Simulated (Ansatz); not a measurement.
GeO, charge -1, doublet, geometry from GFN2-xTB (a state made from the parent by changing its charge; the spin is typed, not shown lowest) (a gas-phase anion, which may not be bound at this level). Base run: PBE0/pcseg-1 in Ansatz (an electronic-structure program).

The Ansatz input:
Ansatz 0.2 input:
```yaml
crystal:
  periodic: [false, false, false]
  atoms:
    - {symbol: Ge, position_ang: [-0.00000000, -0.00000000, -0.34203869]}
    - {symbol: O, position_ang: [0.00000000, 0.00000000, 1.36815475]}
basis:
  gaussian:
    orbitals: pcseg-1.json
hamiltonian:
  xc: pbe0
total_charge: -1
magnetization: {spin_polarized: true, initial_magnetization: 1}
```
The basis file holds pcseg-1 in the JSON format of the Basis Set Exchange.

The base run was repeated with changes; each row names its change, and settings that it needs were set with it.

```
change                                                          ΔE vs base (eV)
--------------------------------------------------------------  ---------------
base                                                                       0.00
occupation = up:A1:10 A2:1 B1:4 B2:6 down:A1:11 A2:1 B1:4 B2:4            15.09
occupation = up:A1:11 A2:2 B1:4 B2:4 down:A1:11 A2:1 B1:4 B2:4             9.84
symmetry_tolerance_ang = 0.01                                              0.00
occupation = up:A1:11 A2:2 B1:3 B2:5 down:A1:11 A2:1 B1:4 B2:4            13.51
occupation = up:A1:11 A2:1 B1:4 B2:5 down:A1:11 A2:1 B1:4 B2:4             0.00
occupation = up:A1:11 B1:4 B2:6 down:A1:11 A2:1 B1:4 B2:4                 42.97
```

A gas-phase anion may not be bound at this level; its values then depend on the basis.
